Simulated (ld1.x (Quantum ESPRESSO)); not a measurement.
**Logarithmic derivatives: manganese, TM**

```
Element                 : Mn (Z = 25)
Generator               : ld1.x (Quantum ESPRESSO) 7.5
Type                    : norm-conserving Troullier–Martins (Kleinman–Bylander form)
Functional              : PBE
Relativity              : fully relativistic
Frozen core             : [Ar]
Valence charge          : 7
Reference configuration : 3d5 4s2 4p0
Partial waves           : 4p (bound, empty): rc 3.30 bohr; 3d (bound): rc 2.05 bohr; 4s (bound): rc 1.90 bohr
Local potential         : the s channel
Core correction         : none
```

Open shells are filled in proportion to 2j + 1 (rel_dist='average').

The phase is arctan(r·u′/u) with u = r·R(r), unwrapped; energies in Ry, scanned from -2 to 5 Ry. A pole is an energy at which the radial function vanishes at the test radius. The pseudo phase is shifted by a multiple of π to meet the all-electron one at the reference energy, and phase errors are pseudo minus all-electron; the curves can meet again beyond the range given. Levels narrower than the energy grid can be missing from the lists of poles.

| channel | radius (bohr) | reference energy (Ry) | poles, all-electron | poles, pseudo | unbroken range about the reference energy with phases within 0.05 rad | phase error 1 Ry above the reference energy (rad) |
| --- | --- | --- | --- | --- | --- | --- |
| s | 3.58 | -0.38 | 0.17, 4.04 | 0.16, 3.10 | below 1.2 | -0.009 |
| p1/2 | 3.58 | -0.10 | 0.79, 4.74 | 0.79 | below 2.3 | -0.001 |
| p3/2 | 3.58 | -0.10 | 0.81, 4.78 | 0.81 | the whole range | -0.002 |
| d3/2 | 3.58 | -0.50 | -0.47, 1.97 | -0.47, 2.32 | below 0.3 | +0.118 |
| d5/2 | 3.58 | -0.49 | -0.46, 1.98 | -0.46, 2.32 | below 0.3 | +0.121 |

Phases in the p3/2 channel:

```json
{"E (Ry)": "-2.00", "all-electron": "1.356", "pseudo": "1.355"}
{"E (Ry)": "-1.76", "all-electron": "1.338", "pseudo": "1.338"}
{"E (Ry)": "-1.52", "all-electron": "1.316", "pseudo": "1.316"}
{"E (Ry)": "-1.28", "all-electron": "1.286", "pseudo": "1.286"}
{"E (Ry)": "-1.04", "all-electron": "1.243", "pseudo": "1.243"}
{"E (Ry)": "-0.80", "all-electron": "1.175", "pseudo": "1.174"}
{"E (Ry)": "-0.56", "all-electron": "1.048", "pseudo": "1.048"}
{"E (Ry)": "-0.32", "all-electron": "0.740", "pseudo": "0.740"}
{"E (Ry)": "-0.08", "all-electron": "-0.201", "pseudo": "-0.201"}
{"E (Ry)": "0.16", "all-electron": "-1.092", "pseudo": "-1.093"}
{"E (Ry)": "0.40", "all-electron": "-1.384", "pseudo": "-1.385"}
{"E (Ry)": "0.64", "all-electron": "-1.512", "pseudo": "-1.514"}
{"E (Ry)": "0.88", "all-electron": "-1.590", "pseudo": "-1.592"}
{"E (Ry)": "1.12", "all-electron": "-1.650", "pseudo": "-1.653"}
{"E (Ry)": "1.36", "all-electron": "-1.707", "pseudo": "-1.710"}
{"E (Ry)": "1.60", "all-electron": "-1.771", "pseudo": "-1.776"}
{"E (Ry)": "1.84", "all-electron": "-1.859", "pseudo": "-1.867"}
{"E (Ry)": "2.08", "all-electron": "-2.011", "pseudo": "-2.024"}
{"E (Ry)": "2.32", "all-electron": "-2.362", "pseudo": "-2.384"}
{"E (Ry)": "2.56", "all-electron": "-3.279", "pseudo": "-3.288"}
{"E (Ry)": "2.80", "all-electron": "-4.070", "pseudo": "-4.056"}
{"E (Ry)": "3.04", "all-electron": "-4.356", "pseudo": "-4.341"}
{"E (Ry)": "3.28", "all-electron": "-4.484", "pseudo": "-4.470"}
{"E (Ry)": "3.52", "all-electron": "-4.556", "pseudo": "-4.543"}
{"E (Ry)": "3.76", "all-electron": "-4.604", "pseudo": "-4.591"}
{"E (Ry)": "4.00", "all-electron": "-4.638", "pseudo": "-4.625"}
{"E (Ry)": "4.24", "all-electron": "-4.666", "pseudo": "-4.652"}
{"E (Ry)": "4.48", "all-electron": "-4.688", "pseudo": "-4.673"}
{"E (Ry)": "4.72", "all-electron": "-4.708", "pseudo": "-4.691"}
{"E (Ry)": "4.96", "all-electron": "-4.726", "pseudo": "-4.708"}
```
